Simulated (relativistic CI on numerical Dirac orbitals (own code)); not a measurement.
## Radial parameters of Ta19+

These numbers are calculated, not measured: Dirac-Coulomb-Breit CI, orbitals from a KLI potential per configuration, QED by a radiative potential, unscaled Slater integrals (own radial code, finite nucleus).

Slater integrals F^k, G^k are unscaled and averaged over j, outside the closed core [Ar] 3d10 4p6 4d10; ζ comes from projecting the Hamiltonian with its Breit term on Σ l·s of the shell.

- 4s²4f⁸: F^2(4f,4f) = 200670, F^4(4f,4f) = 129280, F^6(4f,4f) = 94046, ζ(4f) = 5661.4 cm⁻¹; <r>(4f) = 0.5084, <r^2>(4f) = 0.3019 (bohr units).
- 4s²4f⁷5s: F^2(4f,4f) = 203410, F^4(4f,4f) = 131160, F^6(4f,4f) = 95451, ζ(4f) = 5841.5, G^3(4f,5s) = 33547 cm⁻¹; <r>(4f) = 0.5027, <r^2>(4f) = 0.2949, <r>(5s) = 0.8896, <r^2>(5s) = 0.8808 (bohr units).
- 4s²4f⁶5s²: F^2(4f,4f) = 206410, F^4(4f,4f) = 133230, F^6(4f,4f) = 96998, ζ(4f) = 6024 cm⁻¹; <r>(4f) = 0.4966, <r^2>(4f) = 0.2874 (bohr units).

Averages of the first 5 configurations, taken without configuration mixing, which lowers the lowest level and can move excited configurations by several eV; other configurations of the list can lie among them:

```json
{"Configuration": "4s²4f⁸", "Parity": "even", "States": "3003", "Average energy above the lowest level (eV)": "18.4"}
{"Configuration": "4s²4f⁷5s", "Parity": "odd", "States": "6864", "Average energy above the lowest level (eV)": "49.9"}
{"Configuration": "4s²4f⁶5s²", "Parity": "even", "States": "3003", "Average energy above the lowest level (eV)": "89.4"}
{"Configuration": "4s²4f⁷6s", "Parity": "odd", "States": "6864", "Average energy above the lowest level (eV)": "241.9"}
{"Configuration": "4f¹⁰", "Parity": "even", "States": "1001", "Average energy above the lowest level (eV)": "1137.6"}
```
